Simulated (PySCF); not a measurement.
## How methods differ on the ionisation energy of P²⁺

P²⁺ [Ne] 3s2 3p1 (2P) → P³⁺ [Ne] 3s2 (1S), as a difference of total energies. All numbers are calculated (PySCF 2.14, no relativity, point nucleus, in pcseg-2). Correlated levels: valence: [Ne] frozen. The calculations carry no spin-orbit coupling.

```tsv
method	ionisation energy (eV)
UHF	29.547
M06-L	30.016
M06-2X	29.990
MP2 (valence)	29.823
SCS-MP2 (valence)	29.814
CCSD (valence)	29.937
CCSD(T) (valence)	29.963
```

Task: How much does correlation contribute at CCSD(T) (valence)?

Result: 29.963 − (29.547) = 0.416 eV, measured against UHF.

The reference lies between the lowest fine-structure levels, while these numbers refer to the centres of the terms.

Errors of the correlated levels include the incompleteness of this basis and the frozen core.

For comparison: 30.203 eV (measured; NIST Atomic Spectra Database, ionization energies).
